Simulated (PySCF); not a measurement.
## Correlation energy of As²⁺ (arsenic, charge +2)

[Ar] 3d10 4s2 4p1, 2P determinant. Computed with PySCF 2.14 in def2-SVP, with no relativity, point nucleus. Frozen: [Ar] 3d10; 3 electrons correlated.

MP2 pair energies summed by pair of shells (mhartree):

| pair | energy | share (%) |
| --- | --- | --- |
| 4s-4s | -20.21 | 58.5 |
| 4s-4p | -14.35 | 41.5 |

Total MP2 correlation energy: -34.56 mhartree.

Same-spin part -2.12 and opposite-spin part -32.44 mhartree; SCS-MP2 scales them by 1/3 and 6/5 to -39.63 mhartree.

```
  level  correlation energy (mhartree)
   CCSD                         -50.63
    (T)                          -0.48
CCSD(T)                         -51.11
```

Diagnostics: T1 = 0.0085, D1 = 0.0203, largest double amplitude 0.101.

Cost of the coupled-cluster step: 0.06 s of wall time on 1 thread of Intel(R) Xeon(R) 6975P-C (shared host), for 3 correlated electrons.
